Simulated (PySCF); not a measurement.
trichloroethylene cation (C2HCl3), SMILES ClC=C(Cl)Cl (connectivity only; charge and spin as stated), charge +1, multiplicity 2. Atoms are numbered in the order given.

```xyz
6

Cl     0.3426     2.2229     0.0000
C      0.9133     0.6673     0.0000
C      0.0699    -0.4679     0.0000
Cl    -1.5995    -0.3404     0.0000
Cl     0.7922    -1.9838     0.0000
H      2.0002     0.5267     0.0000
```
Charge +1, spin multiplicity 2.

Geometry: B3LYP-D3(BJ)/def2-SVP. The multiplicity is an assumed one; other spin states were not compared.

These are PySCF with r2SCAN/def2-TZVP values and carry that method's errors.

ESP charges are fitted to the potential on shells at 1.4 to 2.0 van der Waals radii. Atomic charges (e):

| atom | ESP fit | Mulliken | Mulliken spin |
|---|---|---|---|
| Cl1 | 0.26 | 0.22 | 0.20 |
| C2 | … | 0.00 | 0.37 |
| C3 | … | 0.14 | 0.18 |
| Cl4 | 0.28 | 0.20 | 0.12 |
| Cl5 | 0.30 | 0.20 | 0.15 |
| H6 | … | 0.24 | -0.02 |

Problem. Fill in the missing entries. (The exact figures need the calculation; the answer reports its results.)

Solution. 
- C2, ESP fit: 0.06
- C3, ESP fit: -0.10
- H6, ESP fit: 0.19

Computed Mayer and Wiberg (Löwdin basis) orders of the bonds:
```json
[
 {"bond": "Cl1–C2", "Mayer": "1.44", "Wiberg": "2.09"},
 {"bond": "C2–C3", "Mayer": "1.32", "Wiberg": "1.66"},
 {"bond": "C3–Cl4", "Mayer": "1.38", "Wiberg": "1.99"},
 {"bond": "C3–Cl5", "Mayer": "1.33", "Wiberg": "1.96"},
 {"bond": "C2–H6", "Mayer": "0.91", "Wiberg": "0.86"}
]
```
